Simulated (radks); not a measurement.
Neutral rhodium inside a hard spherical wall (all orbitals vanish at R), configuration held at [Kr] 4d8 5s1 and not refilled when levels cross. Method: scalar-relativistic Kohn-Sham, PBE, spin-polarised, spherical densities, finite nucleus; open shells are filled with parallel spins first (spin-orbit coupling, left out, can overturn this in heavy ions); Fermi nuclear charge, rms radius 4.4945 fm; computed with a radial shooting solver on a logarithmic mesh with Libxc functionals. Eigenvalues in eV for spin up, with the zero of energy where the potential of the charges vanishes at infinity; a dash marks a level that is unbound or too diffuse for the functional's potential to be trusted. A positive occupied level is held by the wall or, in an anion where self-interaction has pushed it up, behind a barrier. The pressure on the wall is -dE/dV.

R (bohr)  E (hartree)  kinetic (hartree)    e(4s)    e(4p)   e(4d)   e(5s)  e(5p, empty)  e(6s, empty)  pressure (GPa)
free      -4784.06951           4954.467  -82.967  -50.936  -6.520  -4.762        -1.117             -               0
20        -4784.06951           4954.467  -82.967  -50.936  -6.520  -4.762        -1.117             -        < 0.0001
15        -4784.06951           4954.467  -82.967  -50.936  -6.520  -4.761        -1.109         0.280        < 0.0001
12        -4784.06948           4954.467  -82.964  -50.932  -6.517  -4.758        -1.066         0.828        0.000548
8         -4784.06668           4954.490  -82.810  -50.779  -6.373  -4.602        -0.504         4.428           0.116
7         -4784.06075           4954.528  -82.590  -50.560  -6.171  -4.358         0.062         7.219           0.476
5         -4783.97620           4954.957  -80.774  -48.780  -4.549  -2.047         3.967        22.575            11.0
4         -4783.71949           4956.072  -77.409  -45.538  -1.501   3.040        11.185        45.962            71.8
3.5       -4783.34414           4957.582  -73.936  -42.227   1.801   9.219        19.343        69.523             211
2.5       -4780.06588           4970.065  -57.016  -25.761  20.353  50.242        68.698        191.00            2940
